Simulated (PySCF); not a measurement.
Species: C7H4O2.
Bonds: C1–C2 (triple), C2–C3, C3–C4, C4–O5 (double), C4–C6, C6–C7 (double), C7–C8, C8–O9 (double), C3–C8. Hydrogens: H10 on C1; H11 on C3; H12 on C6; H13 on C7.

All values: B3LYP/def2-SVPD (PySCF, non-relativistic), on one gas-phase PBE0-D3(BJ)/def2-SVP geometry that isn't relaxed in the solvent. The solvent is an IEF-PCM continuum (cavity from Bondi-type radii × 1.2), and excitations are vertical TDDFT with non-equilibrium linear response and a frozen core. Specific hydrogen bonds and non-electrostatic terms are outside this model.

Gas-phase singlets (H = HOMO, L = LUMO):

```json
{"state": "S1", "E (eV)": "2.820", "λ (nm)": "440", "f": "0.001", "leading configurations": "H→L 95%"}
{"state": "S2", "E (eV)": "3.430", "λ (nm)": "362", "f": "0.000", "leading configurations": "H-1→L 85%, H-3→L 12%"}
{"state": "S3", "E (eV)": "4.161", "λ (nm)": "298", "f": "0.002", "leading configurations": "H-2→L 93%"}
{"state": "S4", "E (eV)": "4.180", "λ (nm)": "297", "f": "0.000", "leading configurations": "H-3→L 77%, H-1→L 14%"}
{"state": "S5", "E (eV)": "4.930", "λ (nm)": "251", "f": "0.000", "leading configurations": "H→L+1 88%, H-3→L 8%"}
```

**Question.** Give the list for acetonitrile (ε = 35.69), n² = 1.81.

**Answer.** 
```csv
state,E (eV),λ (nm),f,leading configurations,change by rank (eV)
S1,3.037,408,0.001,H→L 96%,+0.217
S2,3.638,341,0.000,"H-1→L 85%, H-3→L 11%",+0.208
S3,4.427,280,0.000,"H-3→L 76%, H-1→L 14%",+0.266
S4,4.471,277,0.003,H-2→L 95%,+0.291
S5,5.137,241,0.002,H→L+1 86%,+0.207
```

**Question.** Give the list for water (ε = 78.36), n² = 1.78.

**Answer.** 
| state | E (eV) | λ (nm) | f | leading configurations | change by rank (eV) |
| --- | --- | --- | --- | --- | --- |
| S1 | 3.043 | 407 | 0.001 | H→L 96% | +0.223 |
| S2 | 3.645 | 340 | 0.000 | H-1→L 85%, H-3→L 11% | +0.215 |
| S3 | 4.434 | 280 | 0.000 | H-3→L 75%, H-1→L 14% | +0.273 |
| S4 | 4.482 | 277 | 0.003 | H-2→L 95% | +0.302 |
| S5 | 5.143 | 241 | 0.002 | H→L+1 86% | +0.213 |

**Question.** The ground-state energy changes by -0.477 eV from gas to water. By how much does the total energy of gas-phase S1 change?

**Answer.** E(S1) = E(S0) + excitation energy, so it changes by -0.477 + 0.223 = -0.254 eV: it is lowered less than the ground state, which is what a blue shift means. This is the vertical state, with the slow part of the continuum still set for S0.

**Question.** How do the frontier levels move from gas to water?

**Answer.** 
| orbital | gas (eV) | solvent (eV) | change (eV) | Löwdin shares, gas | Löwdin shares, solvent |
| --- | --- | --- | --- | --- | --- |
| LUMO+2 | 0.19 | 0.33 | +0.14 | C1 17 %, C2 14 %, H11 11 %, C3 10 % | C1 34 %, C2 30 %, H10 9 %, C3 7 % |
| LUMO+1 | -1.22 | -1.03 | +0.19 | C8 17 %, C4 17 %, O9 12 %, O5 12 % | C8 18 %, C4 18 %, O9 12 %, O5 12 % |
| LUMO | -3.30 | -3.09 | +0.21 | C7 20 %, C6 20 %, O5 15 %, O9 15 % | C7 19 %, C6 19 %, O5 15 %, O9 15 % |
| HOMO | -7.35 | -7.39 | -0.04 | O5 21 %, O9 21 %, C1 14 %, C3 11 % | O5 22 %, O9 21 %, C1 13 %, C3 12 % |
| HOMO-1 | -7.79 | -7.83 | -0.04 | C1 33 %, C2 30 %, C3 8 %, O9 7 % | C1 32 %, C2 28 %, C3 8 %, O9 8 % |
| HOMO-2 | -8.39 | -8.50 | -0.11 | C2 33 %, C1 28 %, O9 13 %, O5 12 % | C2 34 %, C1 30 %, O9 12 %, O5 11 % |
| HOMO-3 | -8.67 | -8.72 | -0.05 | O5 26 %, O9 25 %, C2 13 %, C1 10 % | O5 24 %, O9 23 %, C2 13 %, C1 10 % |

The HOMO–LUMO gap goes from 4.05 to 4.30 eV. Rows go by rank; for LUMO+2 the atom shares or the degeneracy differ between the runs, so the row needn't follow one orbital.
